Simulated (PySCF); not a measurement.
## Radial density of Pb⁻ (lead, charge -1)

M06, [Xe] 4f14 5d10 6s2 6p3, high-spin 4S determinant. Calculation: PySCF 2.14, in aug-cc-pVQZ-PP with ECP60MDF; scalar relativity through the core potential. This is the valence pseudo-density: the core potential removes the inner electrons and smooths the orbitals near the nucleus.

| r (bohr) | 4πr²ρ (e/bohr) | 4πr²(ρα − ρβ) |
| --- | --- | --- |
| 0.0132 | 1.258e-05 | 0.0000 |
| 0.0223 | 2.484e-05 | 0.0000 |
| 0.0375 | 4.100e-05 | 0.0000 |
| 0.0630 | 7.299e-05 | 0.0000 |
| 0.106 | 0.0003050 | 0.0000 |
| 0.178 | 0.003436 | 0.0000 |
| 0.300 | 0.09435 | 0.0008 |
| 0.504 | 3.559 | 0.0320 |
| 0.848 | 20.23 | 0.0962 |
| 1.43 | 10.29 | 0.0900 |
| 2.40 | 2.637 | 0.7981 |
| 4.04 | 0.7432 | 0.5785 |
| 6.79 | 0.1638 | 0.1631 |
| 11.4 | 0.01695 | 0.0169 |
| 19.2 | 0.0001085 | 0.0001 |

Energies and moments cover only the electrons outside the core potential. Spin-orbit coupling, which splits the p, d and f shells strongly at this Z, is absent. Spin-orbit coupling is strong in this species (close to jj coupling), so the high-spin LS determinant is a model state, not a physical level. At M06 the highest occupied level has a positive energy, so only the finite basis holds that electron; in a semilocal or global hybrid functional this comes from self-interaction and does not mean that the real anion is unbound.
